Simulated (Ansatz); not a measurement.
Total energies of `C=CN[SiH2]S`.

```xyz
12

C    -0.222   -2.325   -0.264
C    -0.053   -1.031   -0.529
N     0.594   -0.105    0.271
Si    0.537    1.603    0.062
S    -0.890    2.641    1.272
H    -0.725   -2.964   -0.976
H     0.138   -2.776    0.654
H    -0.429   -0.616   -1.461
H     0.934   -0.482    1.144
H     0.251    1.808   -1.378
H     1.822    2.202    0.488
H    -1.958    2.043    0.717
```

Total charge 0; spin multiplicity 1. Geometry: relaxed with PBE0-D4/def2-TZVP. It is one conformer, not always the lowest. Basis def2-TZVPP, Ansatz 0.2.0.

RPA on PBE orbitals: Hartree–Fock energy of these orbitals -820.77774 Eh, correlation -1.41208 Eh (frozen core).

| functional | energy without D4 (Eh) | D4 term (kJ/mol) |
| --- | --- | --- |
| ωB97X-V | -822.82170 | – |
| PBE-QIDH | -822.35502 | – |

**Question.** Give the same for LDA (SPW92), PBE, revPBE, BLYP, r2SCAN, B97M-V, PBE0, B3LYP, r2SCANh, r2SCAN0, HSE06 (plane-wave form), BHLYP, CAM-B3LYP, LC-ωPBE, ωB97M-V, B2PLYP. (Best estimate.)

**Answer.** The calculation gave: 
| functional | energy without D4 (Eh) | D4 term (kJ/mol) |
| --- | --- | --- |
| LDA (SPW92) | -819.23366 | – |
| PBE | -822.46902 | -26.7 |
| revPBE | -822.79304 | -80.6 |
| BLYP | -822.90237 | -58.3 |
| r2SCAN | -822.83574 | -6.8 |
| B97M-V | -822.78759 | – |
| PBE0 | -822.54532 | -22.7 |
| B3LYP | -823.01517 | -42.8 |
| r2SCANh | -822.82598 | -7.3 |
| r2SCAN0 | -822.81252 | -8.0 |
| HSE06 (plane-wave form) | -822.52364 | -21.2 |
| BHLYP | -822.88542 | -32.8 |
| CAM-B3LYP | -822.91543 | -23.1 |
| LC-ωPBE | -822.67454 | – |
| ωB97M-V | -822.86074 | – |
| B2PLYP | -822.60385 | – |

B3LYP takes the VWN-RPA correlation (the form of Gaussian; ORCA's B3LYP/G). HSE06 is the plane-wave form, built on full-range PBE exchange. The double hybrids freeze the cores in their second-order part.

LC-ωPBE has ω = 0.4 bohr⁻¹.
